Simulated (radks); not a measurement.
Coherent X-ray form factor from a spherical all-electron density. Calculated with a radial shooting solver on a logarithmic mesh with Libxc functionals: Dirac Kohn-Sham, XLYP, spin-unpolarised, spherical densities, finite nucleus; Fermi nuclear charge, rms radius of each element as measured or else 0.836 A^(1/3) + 0.57 fm.

sin(theta)/lambda (1/angstrom)  f0 (electrons)
0.05                                    41.922
0.1                                     41.689
0.15                                    41.306
0.2                                     40.781
0.25                                    40.121
0.3                                     39.341
0.4                                     37.473
0.5                                     35.299
0.6                                     32.952
0.8                                     28.216
1                                       24.009
1.25                                    19.962
1.5                                     17.138
2                                       13.402

The species is in the configuration that NIST lists as its ground one. Which atom or ion scatters so?

Answer. The lutetium ion Lu29+, [Kr] 4d6. Extrapolating in s^2 from the first two rows gives f0(0) = 42.0, near the electron count 42; among species with that count, the fall with angle is slower the higher Z, and the table is that of Z = 71; from so few rows the species is fixed only to a neighbour or two.
